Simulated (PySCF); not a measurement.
H2BN, charge +1, doublet, geometry from GFN2-xTB (a state made from the parent by changing its charge; the spin is typed, not shown lowest), with bond 3-1 at 2.4 times its length; CASSCF(9,8)/6-31G* (PySCF).

PySCF was given this input:
```python
from pyscf import gto, scf, mcscf
import numpy

mol = gto.M(
    atom='''
B     0.69579269   -0.04383480    0.13476709
N    -0.54775562    0.00424365   -0.02559681
H     3.45161359    0.20534038   -0.45598499
H    -1.48872550    0.12948028   -0.38327818
''',
    basis='6-31g*',
    charge=1,
    spin=1,
    verbose=4,
)

mf = scf.ROHF(mol)
mf.kernel()
mc = mcscf.CASSCF(mf, 8, 9)
mc.fix_spin_(ss=0.75)
mc.kernel()
occ = numpy.linalg.eigvalsh(mc.fcisolver.make_rdm1(mc.ci, mc.ncas, mc.nelecas))[::-1]
ss = mc.fcisolver.spin_square(mc.ci, mc.ncas, mc.nelecas)[0]
print('natural occupations', occ.round(4), ' <S^2>', round(ss, 4))
```

Output, abridged:

```
PySCF version 2.14.0

[INPUT] verbose = 4
[INPUT] num. atoms = 4
[INPUT] num. electrons = 13
[INPUT] charge = 1
[INPUT] spin (= nelec alpha-beta = 2S) = 1
[INPUT] symmetry False subgroup None
[INPUT] Mole.unit = angstrom
[INPUT] Symbol           X                Y                Z      unit          X                Y                Z       unit  Magmom
[INPUT]  1 B      0.695792690000  -0.043834800000   0.134767090000 AA    1.314857623574  -0.082835766725   0.254672890705 Bohr   0.0
[INPUT]  2 N     -0.547755620000   0.004243650000  -0.025596810000 AA   -1.035108104991   0.008019336269  -0.048370960563 Bohr   0.0
[INPUT]  3 H      3.451613590000   0.205340380000  -0.455984990000 AA    6.522604372927   0.388037080514  -0.861686748013 Bohr   0.0
[INPUT]  4 H     -1.488725500000   0.129480280000  -0.383278180000 AA   -2.813283469656   0.244682267732  -0.724290789722 Bohr   0.0

nuclear repulsion = 21.5492411254372
number of shells = 16
number of NR pGTOs = 62
number of NR cGTOs = 32
basis = 6-31g*
ecp = {}

******** <class 'pyscf.scf.rohf.ROHF'> ********
method = ROHF
initial guess = minao
damping factor = 0
level_shift factor = 0
DIIS = <class 'pyscf.scf.diis.CDIIS'>
diis_start_cycle = 1
diis_space = 8
diis_damp = 0
SCF conv_tol = 1e-09
SCF conv_tol_grad = None
SCF max_cycles = 50
direct_scf = True
direct_scf_tol = 1e-13
num. doubly occ = 6  num. singly occ = 1
Set gradient conv threshold to 3.16228e-05
init E= -80.0448716525725
  HOMO = -0.25041202764171  LUMO = -0.147047616401125  gap/eV = 2.81269
cycle= 1 E= -79.5975732106809  delta_E= 0.447  |g|= 0.391  |ddm|= 1.26
  HOMO = -0.544700185821952  LUMO = -0.401380930847425  gap/eV = 3.89992
cycle= 2 E= -79.6379675487033  delta_E= -0.0404  |g|= 0.408  |ddm|= 0.728
  HOMO = -0.520423890033745  LUMO = -0.351631918033074  gap/eV = 4.59306
cycle= 3 E= -79.6896881498718  delta_E= -0.0517  |g|= 0.0816  |ddm|= 0.254
  HOMO = -0.507768735513193  LUMO = -0.312732069588109  gap/eV = 5.30722
cycle= 4 E= -79.7040114228413  delta_E= -0.0143  |g|= 0.0477  |ddm|= 0.179
  HOMO = -0.503163936386144  LUMO = -0.314281267789484  gap/eV = 5.13976
cycle= 5 E= -79.7108917077862  delta_E= -0.00688  |g|= 0.0319  |ddm|= 0.128
  HOMO = -0.474910351912064  LUMO = -0.327923599508567  gap/eV = 3.99971
cycle= 6 E= -79.7141157050043  delta_E= -0.00322  |g|= 0.0172  |ddm|= 0.126
  HOMO = -0.445951131978891  LUMO = -0.342465810609548  gap/eV = 2.81598
cycle= 7 E= -79.7142825362239  delta_E= -0.000167  |g|= 0.00858  |ddm|= 0.089
  HOMO = -0.441705311943167  LUMO = -0.346779133152596  gap/eV = 2.58307
cycle= 8 E= -79.7142662961068  delta_E= 1.62e-05  |g|= 0.0136  |ddm|= 0.108
  HOMO = -0.447789651666919  LUMO = -0.341390009291156  gap/eV = 2.89528
cycle= 9 E= -79.7146865926715  delta_E= -0.00042  |g|= 0.00472  |ddm|= 0.0551
  HOMO = -0.447404184781774  LUMO = -0.341726792380528  gap/eV = 2.87563
cycle= 10 E= -79.7147459313484  delta_E= -5.93e-05  |g|= 0.00343  |ddm|= 0.014
  HOMO = -0.449594067475811  LUMO = -0.340260221710757  gap/eV = 2.97513
cycle= 11 E= -79.7147983310175  delta_E= -5.24e-05  |g|= 0.00267  |ddm|= 0.0227
  HOMO = -0.450475547693502  LUMO = -0.34069125973481  gap/eV = 2.98738
cycle= 12 E= -79.7148333891835  delta_E= -3.51e-05  |g|= 0.00116  |ddm|= 0.022
  HOMO = -0.450770678537661  LUMO = -0.340552723629207  gap/eV = 2.99918
cycle= 13 E= -79.7148381142183  delta_E= -4.73e-06  |g|= 0.00039  |ddm|= 0.00712
  HOMO = -0.450721625884959  LUMO = -0.340649244890751  gap/eV = 2.99522
cycle= 14 E= -79.7148386330648  delta_E= -5.19e-07  |g|= 0.000177  |ddm|= 0.0015
  HOMO = -0.450759269309969  LUMO = -0.340623194515633  gap/eV = 2.99696
cycle= 15 E= -79.7148387305074  delta_E= -9.74e-08  |g|= 7e-05  |ddm|= 0.000681
  HOMO = -0.450791721715193  LUMO = -0.340603889993192  gap/eV = 2.99836
cycle= 16 E= -79.7148387441195  delta_E= -1.36e-08  |g|= 1.61e-05  |ddm|= 0.000268
  HOMO = -0.45079983088963  LUMO = -0.34060256006722  gap/eV = 2.99862
cycle= 17 E= -79.7148387447366  delta_E= -6.17e-10  |g|= 5.76e-06  |ddm|= 6.17e-05
  HOMO = -0.450796218918397  LUMO = -0.340606374006022  gap/eV = 2.99842
Extra cycle  E= -79.7148387447577  delta_E= -2.11e-11  |g|= 2.93e-06  |ddm|= 1.04e-05
converged SCF energy = -79.7148387447577

******** <class 'pyscf.mcscf.mc1step.CASSCF'> ********
CAS (5e+4e, 8o), ncore = 2, nvir = 22
max_cycle_macro = 50
max_cycle_micro = 4
conv_tol = 1e-07
conv_tol_grad = None
orbital rotation max_stepsize = 0.02
orbital rotation threshold for CI restart = 0.01
augmented hessian ah_max_cycle = 30
augmented hessian ah_conv_tol = 1e-12
augmented hessian ah_linear dependence = 1e-14
augmented hessian ah_level shift = 1e-08
augmented hessian ah_start_tol = 2.5
augmented hessian ah_start_cycle = 3
augmented hessian ah_grad_trust_region = 3
kf_trust_region = 3
kf_interval = 4
ci_response_space = 4
ci_grad_trust_region = 3
with_dep4 0
natorb = False
canonicalization = True
sorting_mo_energy = False
ao2mo_level = 2
internal_rotation = False
******** <class 'pyscf.fci.addons.SpinPenaltyFCISolver'> ********
max. cycles = 50
conv_tol = 1e-08
davidson only = True
linear dependence = 1e-12
level shift = 0.001
max iter space = 12
nroots = 1
pspace_size = 400
spin = None
CASCI E = -79.7860992254227  S^2 = 0.7500000
Set conv_tol_grad to 0.000316228
macro iter   1 ( 21 JK    4 micro), CASSCF E = -79.8256903086926  dE = -3.95910833e-02  S^2 = 0.7500000
               |grad[o]|=0.238  |grad[c]|=0.0387  |ddm|=0.0425  |maxRot[o]|=0.312
macro iter   2 ( 21 JK    4 micro), CASSCF E = -79.8352987484976  dE = -9.60843980e-03  S^2 = 0.7500000
               |grad[o]|=0.0986  |grad[c]|=0.0257  |ddm|=0.029  |maxRot[o]|=0.247
macro iter   3 ( 19 JK    4 micro), CASSCF E = -79.8383741142808  dE = -3.07536578e-03  S^2 = 0.7500000
               |grad[o]|=0.00837  |grad[c]|=0.0196  |ddm|=0.0162  |maxRot[o]|=0.272
macro iter   4 ( 17 JK    4 micro), CASSCF E = -79.8400772666934  dE = -1.70315241e-03  S^2 = 0.7500000
               |grad[o]|=0.00733  |grad[c]|=0.0128  |ddm|=0.0144  |maxRot[o]|=0.207
macro iter   5 ( 17 JK    4 micro), CASSCF E = -79.8405208159888  dE = -4.43549295e-04  S^2 = 0.7500000
               |grad[o]|=0.00384  |grad[c]|=0.00826  |ddm|=0.00861  |maxRot[o]|=0.117
macro iter   6 ( 19 JK    4 micro), CASSCF E = -79.8405936973097  dE = -7.28813209e-05  S^2 = 0.7500000
               |grad[o]|=0.00232  |grad[c]|=0.00357  |ddm|=0.0035  |maxRot[o]|=0.051
macro iter   7 ( 17 JK    4 micro), CASSCF E = -79.8405967501785  dE = -3.05286881e-06  S^2 = 0.7500000
               |grad[o]|=0.00144  |grad[c]|=0.00213  |ddm|=0.00128  |maxRot[o]|=0.0195
macro iter   8 ( 15 JK    4 micro), CASSCF E = -79.8406202810345  dE = -2.35308560e-05  S^2 = 0.7500000
               |grad[o]|=0.00148  |grad[c]|=0.000912  |ddm|=0.00046  |maxRot[o]|=0.0221
macro iter   9 ( 15 JK    2 micro), CASSCF E = -79.8406217516805  dE = -1.47064598e-06  S^2 = 0.7500000
               |grad[o]|=0.000455  |grad[c]|=0.000347  |ddm|=0.000313  |maxRot[o]|=0.00495
macro iter  10 ( 13 JK    2 micro), CASSCF E = -79.8406219339680  dE = -1.82287550e-07  S^2 = 0.7500000
               |grad[o]|=0.0002  |grad[c]|=0.000197  |ddm|=0.000129  |maxRot[o]|=0.00142
macro iter  11 (  5 JK    1 micro), CASSCF E = -79.8406219637823  dE = -2.98142311e-08  S^2 = 0.7500000
               |grad[o]|=5.32e-05  |grad[c]|=0.000159  |ddm|=3.54e-05  |maxRot[o]|=0.000438
1-step CASSCF converged in  11 macro (179 JK  37 micro) steps
CASSCF canonicalization
Density matrix diagonal elements [1.99146033 1.98974126 0.9685127  1.9363053  1.23065943 0.76199796
 0.05730211 0.06402091]
CASSCF energy = -79.8406219637823
CASCI E = -79.8406219637823  E(CI) = -24.2828731647540  S^2 = 0.7500000
natural occupations [1.999  1.9868 1.9602 1.4243 0.9989 0.5773 0.0401 0.0133]  <S^2> 0.75
```
